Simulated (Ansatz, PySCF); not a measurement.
This singlet lies 0.62 eV below the relaxed triplet at the level B3LYP/cc-pVTZ // PBE0-D3(BJ)/def2-TZVP (Ansatz, a program for electronic structure).

Cartesian coordinates (Å):
SMILES: [C](O)C=C
```xyz
8

C     -1.4005    -0.0516    -0.0826
C     -0.0928     0.1933    -0.0060
C      0.8346    -0.9317     0.0493
O      2.0755    -0.5374     0.1230
H     -1.7439    -1.0800    -0.1026
H     -2.1408     0.7394    -0.1261
H      0.2827     1.2278     0.0156
H      2.1851     0.4401     0.1294
```
Charge 0, spin multiplicity 1.

Task: What total energy, dipole moment, HOMO, HOMO–LUMO gap and LUMO does PBE0-D3(BJ)/def2-TZVP (PySCF) give?

Result: 
The total energy is -191.6783 Ha and the dipole moment is 3.51 D. The HOMO comes out as -6.13 eV and the HOMO–LUMO gap is 4.03 eV. The LUMO is -2.10 eV.
